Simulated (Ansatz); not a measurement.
Abridged output of a molecular run in Ansatz:

```
Functional definition: HF
1626 factors; integrals over basis functions are off by at most 8.6e-4 eV
mean field evaluation 1: about -121812.5364 eV, gradient 3.4e1 eV
mean field evaluation 2: about -121812.8158 eV, gradient 3.5e1 eV
mean field evaluation 4: about -121815.9736 eV, gradient 4.1e0 eV
mean field evaluation 8: about -121816.0454 eV, gradient 4.6e-1 eV
mean field evaluation 16: about -121816.0478 eV, gradient 1.7e-6 eV
mean field -121816.04777418 eV, -4476.6571858182 hartree, gradient 1.7e-6 eV, S^2 0.000000; 0 other end points of the search recorded, 0 dependent functions left out
21 core orbitals not correlated: weight in the atoms' cores, before any rotation towards them, 1.000 or more for the frozen orbitals, at most 0.000 for the correlated occupied ones
reference -121816.04777418 eV, -4476.6571858182 hartree; 24, 24 occupied and 214, 214 virtual orbitals, 1626 factors
second order -29.00577695 eV of doubles, -0.00000000 eV of singles
cycle   1  -28.49939845 eV  change    5.1e-1 eV  update   1.3e-1
cycle   2  -29.38273691 eV  change   -8.8e-1 eV  update   3.9e-2
cycle   3  -29.53327823 eV  change   -1.5e-1 eV  update   1.9e-2
cycle   4  -29.51403128 eV  change    1.9e-2 eV  update   4.7e-3
cycle   5  -29.51388907 eV  change    1.4e-4 eV  update   2.1e-3
cycle   6  -29.51482307 eV  change   -9.3e-4 eV  update   6.0e-4
cycle   7  -29.51444923 eV  change    3.7e-4 eV  update   2.8e-4
cycle   8  -29.51435620 eV  change    9.3e-5 eV  update   9.6e-5
cycle   9  -29.51439621 eV  change   -4.0e-5 eV  update   4.2e-5
perturbative correction -1.27973386 eV, -0.0470293519 hartree
Total energy: -121846.84190425 eV, -4477.7888492254 hartree
```

Its atoms:

Z-matrix (Å, degrees):
```
Ga
Se 1 2.423
O 1 2.175 2 71.1
H 1 1.567 2 116.0 3 -92.8
H 1 1.562 2 117.2 3 99.8
C 2 1.891 1 78.7 3 9.7
H 3 0.966 1 130.6 2 -141.0
C 6 1.324 2 130.2 1 165.0
H 8 1.085 6 121.4 2 177.1
H 8 1.080 6 120.3 2 -2.0
```

Problem. Which basis set was used?
A. cc-pV(Q+d)Z
B. def2-TZVPP
C. def2-TZVPPD
D. def2-QZVPP

Solution. B. It gives 259 functions.

Problem. Write the keys of the input that set method, charge and spin (a neutral closed shell needs none for the last two).

Solution. 
```yaml
correlation: {method: ccsd_t}
```
